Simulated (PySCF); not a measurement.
Simulation results for CH7BNSi, CH8BNSi, CH4BFO, CH4BClSi and others

Computed with PySCF 2.14.0. Calculation on a computer-drawn molecule: the log of a Hartree-Fock and frozen-core CCSD(T) single point meant for a local Hartree-Fock minimum, with one planted fault or none, to be diagnosed. Offsets are logged minus clean, where the clean run is the same molecule without the fault. The reference is restricted for singlets and unrestricted otherwise, and also for a bond in bohr or an excited solution. Adding or removing an electron swaps singlet and doublet. The excited solution moves the top pair (singlet) or top alpha electron (doublet) to the lowest empty orbital. Highest occupied and lowest empty are orbital energies over both spins, largest force is the largest gradient component, triples share is (T) over the correlation energy, the T1 limit is 0.02 restricted and 0.045 unrestricted, electrons count all cores, a negative frequency is imaginary (commonest isotopes), and the dipole is about the centre of nuclear charge.

Common to all runs: meant multiplicity 1; logged SCF converged yes; possible faults no fault, one electron removed, one electron added, multiplicity raised by two, geometry at a saddle point, SCF held on an excited solution, minimal basis STO-3G, one bond length entered in bohr, all coordinates scaled.

```yaml
- entry: 1
  formula: CH7BNSi
  logged_structure:
    atoms_angstrom:
      - [C, 0.3668, 1.1491, 0.483]
      - [B, 0.1052, 0.1889, -0.7288]
      - ["N", -0.5964, 0.4587, -1.8777]
      - [Si, 0.9021, -1.7423, -0.6298]
      - [H, 1.4394, 1.308, 0.6371]
      - [H, -0.0986, 2.1257, 0.3354]
      - [H, -0.0229, 0.7284, 1.4159]
      - [H, -1.0194, 1.358, -2.0247]
      - [H, -0.753, -0.1674, -2.6418]
      - [H, 0.7329, -2.7698, -1.6701]
      - [H, 1.7045, -2.241, 0.4959]
  given:
    meant_charge: 1
    meant_basis: "cc-pV(D+d)Z"
    logged_electrons: 38
    logged_basis_functions: 100
    logged_spin_squared: 0.0
    "logged_highest_occupied [eV]": -16.498
    "logged_lowest_empty [eV]": -5.6858
    "logged_largest_force [hartree/bohr]": 3.0149e-05
    "logged_lowest_frequency [cm^-1]": 86.615
    logged_T1_diagnostic: 0.015689
    logged_D1_diagnostic: 0.063027
    logged_triples_share: 0.028706
    logged_CC_converged: "yes"
    "logged_dipole_magnitude [debye]": 3.3016
    logged_SCF_stable_within_its_kind: "yes"
    "logged_energy_HF [hartree]": -409.78878
    "logged_energy_CCSD(T) [hartree]": -410.33512
    drawn_bonds_atom: [1, 2, 2, 1, 1, 1, 3, 3, 4, 4]
    drawn_bonds_other_atom: [2, 3, 4, 5, 6, 7, 8, 9, 10, 11]
    drawn_bonds_order: [1, 1, 1, 1, 1, 1, 1, 1, 1, 1]
  results:
    planted_fault: "no fault"
    "HF_energy_offset_from_clean_run [kcal/mol]": 0.0
    "CCSD(T)_energy_offset_from_clean_run [kcal/mol]": 0.0
- entry: 2
  formula: CH8BNSi
  logged_structure:
    atoms_angstrom:
      - [C, -1.6263, 0.3141, 0.9759]
      - [B, -1.7881, 0.4444, -0.6006]
      - ["N", -2.3281, -0.6067, -1.341]
      - [Si, -1.2113, 2.1511, -1.5899]
      - [H, -0.5779, 0.4409, 1.2684]
      - [H, -2.1821, 1.1078, 1.4876]
      - [H, -1.9715, -0.6465, 1.3724]
      - [H, -2.4549, -0.5833, -2.3312]
      - [H, -2.6289, -1.4649, -0.923]
      - [H, -1.9485, 3.3451, -1.0934]
      - [H, 0.2393, 2.4263, -1.4012]
      - [H, -1.4578, 2.0553, -3.0566]
  given:
    meant_charge: 0
    meant_basis: "cc-pV(D+d)Z"
    logged_electrons: 40
    logged_basis_functions: 32
    logged_spin_squared: 0.0
    "logged_highest_occupied [eV]": -8.5359
    "logged_lowest_empty [eV]": 8.7003
    "logged_largest_force [hartree/bohr]": 0.033171
    logged_T1_diagnostic: 0.015159
    logged_D1_diagnostic: 0.073243
    logged_triples_share: 0.014314
    logged_CC_converged: "yes"
    "logged_dipole_magnitude [debye]": 1.8617
    logged_SCF_stable_within_its_kind: "yes"
    "logged_energy_HF [hartree]": -405.82786
    "logged_energy_CCSD(T) [hartree]": -406.07235
    drawn_bonds_atom: [1, 2, 2, 1, 1, 1, 3, 3, 4, 4, 4]
    drawn_bonds_other_atom: [2, 3, 4, 5, 6, 7, 8, 9, 10, 11, 12]
    drawn_bonds_order: [1, 1, 1, 1, 1, 1, 1, 1, 1, 1, 1]
  results:
    planted_fault: "minimal basis STO-3G"
    "HF_energy_offset_from_clean_run [kcal/mol]": 3024
    "CCSD(T)_energy_offset_from_clean_run [kcal/mol]": 3237
- entry: 3
  formula: CH4BFO
  logged_structure:
    atoms_angstrom:
      - [C, -0.7775, -1.7895, -1.2279]
      - [B, -2.0844, -0.9397, -1.0085]
      - [O, -2.2089, 0.1336, -0.2064]
      - [F, -3.192, -1.2939, -1.6663]
      - [H, -0.5186, -1.8029, -2.291]
      - [H, -0.9618, -2.8295, -0.9411]
      - [H, 0.0885, -1.4291, -0.6686]
      - [H, -1.4146, 0.3655, 0.2478]
  given:
    meant_charge: 0
    meant_basis: cc-pVDZ
    logged_electrons: 32
    logged_basis_functions: 24
    logged_spin_squared: 0.0
    "logged_highest_occupied [eV]": -10.389
    "logged_lowest_empty [eV]": 9.3007
    "logged_largest_force [hartree/bohr]": 0.043354
    logged_T1_diagnostic: 0.014466
    logged_D1_diagnostic: 0.066922
    logged_triples_share: 0.032194
    logged_CC_converged: "yes"
    "logged_dipole_magnitude [debye]": 1.9949
    logged_SCF_stable_within_its_kind: "yes"
    "logged_energy_HF [hartree]": -236.10537
    "logged_energy_CCSD(T) [hartree]": -236.2943
    drawn_bonds_atom: [1, 2, 2, 1, 1, 1, 3]
    drawn_bonds_other_atom: [2, 3, 4, 5, 6, 7, 8]
    drawn_bonds_order: [1, 1, 1, 1, 1, 1, 1]
  results:
    planted_fault: "minimal basis STO-3G"
    "HF_energy_offset_from_clean_run [kcal/mol]": 2023
    "CCSD(T)_energy_offset_from_clean_run [kcal/mol]": 2307
- entry: 4
  formula: CH4BClSi
  logged_structure:
    atoms_angstrom:
      - [C, -0.3659, 2.2399, -0.7767]
      - [B, 0.6859, 1.3423, -0.0284]
      - [Si, 0.4976, -0.4855, 0.8588]
      - [Cl, 2.3432, 2.0137, 0.1958]
      - [H, 0.07, 2.7248, -1.6543]
      - [H, -1.269, 1.7028, -1.0752]
      - [H, -0.6688, 3.0421, -0.0909]
      - [H, 0.9421, -1.1884, -0.4111]
  given:
    meant_charge: 0
    meant_basis: "cc-pV(D+d)Z"
    logged_electrons: 46
    logged_basis_functions: 94
    logged_spin_squared: 0.0
    "logged_highest_occupied [eV]": -6.0445
    "logged_lowest_empty [eV]": -2.2002
    "logged_largest_force [hartree/bohr]": 0.049146
    "logged_dipole_magnitude [debye]": 1.6695
    logged_SCF_stable_within_its_kind: "no"
    "logged_energy_HF [hartree]": -813.10433
    drawn_bonds_atom: [1, 2, 2, 1, 1, 1, 3]
    drawn_bonds_other_atom: [2, 3, 4, 5, 6, 7, 8]
    drawn_bonds_order: [1, 1, 1, 1, 1, 1, 1]
  results:
    planted_fault: "SCF held on an excited solution"
    "HF_energy_offset_from_clean_run [kcal/mol]": 125.8
  notes: ["coupled-cluster numbers left out as unreliable"]
- entry: 5
  formula: CH4BN
  logged_structure:
    atoms_angstrom:
      - [C, -2.4749, 0.9336, -0.9897]
      - [B, -3.0845, -0.4082, -0.5058]
      - ["N", -3.5677, -1.4719, -0.1222]
      - [H, -3.0836, 1.3673, -1.7856]
      - [H, -2.4232, 1.6506, -0.1681]
      - [H, -1.4651, 0.7801, -1.3751]
      - [H, -3.9543, -2.3229, 0.1847]
  given:
    meant_charge: 0
    meant_basis: cc-pVDZ
    logged_electrons: 23
    logged_basis_functions: 62
    logged_spin_squared: 0.7543
    "logged_highest_occupied [eV]": 4.3411
    "logged_lowest_empty [eV]": 9.7891
    "logged_largest_force [hartree/bohr]": 0.030034
    logged_T1_diagnostic: 0.02979
    logged_D1_diagnostic: 0.15226
    logged_triples_share: 0.035919
    logged_CC_converged: "yes"
    "logged_dipole_magnitude [debye]": 4.7783
    logged_SCF_stable_within_its_kind: "yes"
    "logged_energy_HF [hartree]": -119.19066
    "logged_energy_CCSD(T) [hartree]": -119.64255
    drawn_bonds_atom: [1, 2, 1, 1, 1, 3]
    drawn_bonds_other_atom: [2, 3, 4, 5, 6, 7]
    drawn_bonds_order: [1, 2, 1, 1, 1, 1]
  results:
    planted_fault: "one electron added"
    "HF_energy_offset_from_clean_run [kcal/mol]": 105.8
    "CCSD(T)_energy_offset_from_clean_run [kcal/mol]": 92.06
  notes: ["highest electron not bound in this basis"]
- entry: 6
  formula: C2H6AlB
  logged_structure:
    atoms_angstrom:
      - [C, -0.4276, 0.8009, -1.6719]
      - [B, 0.341, -0.1201, -0.6998]
      - [C, 0.9097, -0.9736, 0.2265]
      - [Al, -0.3824, -1.7648, 1.3976]
      - [H, -1.4918, 0.7556, -1.4183]
      - [H, -0.3157, 0.4785, -2.709]
      - [H, -0.1057, 1.8404, -1.583]
      - [H, 1.9631, -1.2085, 0.3286]
      - [H, -1.9145, -1.3906, 1.2102]
      - [H, 0.0391, -2.7758, 2.5396]
  given:
    meant_charge: 0
    meant_basis: "cc-pV(D+d)Z"
    logged_electrons: 36
    logged_basis_functions: 95
    logged_spin_squared: 0.0
    "logged_highest_occupied [eV]": -3.0968
    "logged_lowest_empty [eV]": -3.9894
    "logged_largest_force [hartree/bohr]": 0.15552
    logged_CC_converged: "no"
    "logged_dipole_magnitude [debye]": 8.0825
    logged_SCF_stable_within_its_kind: "no"
    "logged_energy_HF [hartree]": -345.34438
    drawn_bonds_atom: [1, 2, 3, 1, 1, 1, 3, 4, 4]
    drawn_bonds_other_atom: [2, 3, 4, 5, 6, 7, 8, 9, 10]
    drawn_bonds_order: [1, 2, 1, 1, 1, 1, 1, 1, 1]
  results:
    planted_fault: "SCF held on an excited solution"
    "HF_energy_offset_from_clean_run [kcal/mol]": 290.4
  notes: ["CCSD not converged"]
```
